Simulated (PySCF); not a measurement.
GaCl2(nPr), C₃H₇Cl₂Ga.
Bonds: Ga1–Cl2, Ga1–Cl3, Ga1–C4, C4–C5, C5–C6. Hydrogens: H7, H8 on C4; H9, H10 on C5; H11, H12, H13 on C6.

The computed photoelectron lines, unassigned: C 1s: 290.74 (area 1), 290.90 (area 1), 291.17 (area 1) eV; Cl 1s: 2828.06 eV; Cl 2p3/2: 205.48 eV.

Level of theory: delta-SCF UKS SCAN, pcX-2 on the ionised atom, pcseg-1 elsewhere, spin-free X2C (PySCF). Geometry: PBE0-D3(BJ)/def2-SVP, one conformer, isolated molecule.

Task: Assign the C 1s lines to atoms.

Result: 290.74 eV: C4 (carbon bonded to C, Ga and 2 H); 290.90 eV: C6 (carbon bonded to C and 3 H); 291.17 eV: C5 (carbon bonded to 2 C and 2 H). The listed C 1s values span 0.43 eV, from C4 (bonded to C, 2 H and Ga) to C5 (bonded to 2 C and 2 H). The widest gap between neighbouring values is 0.27 eV, between 290.90 and 291.17 eV.

Bonded neighbours of each site: Cl2/Cl3: Ga; C4: C, 2 H and Ga; C5: 2 C and 2 H; C6: C and 3 H.

Task: Which photon energy gives electrons from C 1s of C6 a kinetic energy of 20 eV, and what is their de Broglie wavelength?

Result: hν = 290.90 + 20 = 310.90 eV, recoil neglected; λ = 12.264 Å/√(E/eV) = 2.74 Å.

Topologically equivalent atoms share the value of their first member; where this conformer doesn't relate them by symmetry, their own values could differ. For 2p shells one spin-free hole was relaxed; a mean-field spin–orbit operator and the ground-state splitting of the three 2p orbitals were then diagonalised within the shell. The shell's mean is (2 × 2p3/2 + 2p1/2)/3, and the degeneracies 2j + 1 give areas of 2:1. 2p1/2 minus 2p3/2 (ligand field included): Cl 1.65 eV. No level of gallium is listed.

Hardware: AMD EPYC, one thread (shared host). Cost: 89 s wall, 0.64 GiB resident at most.
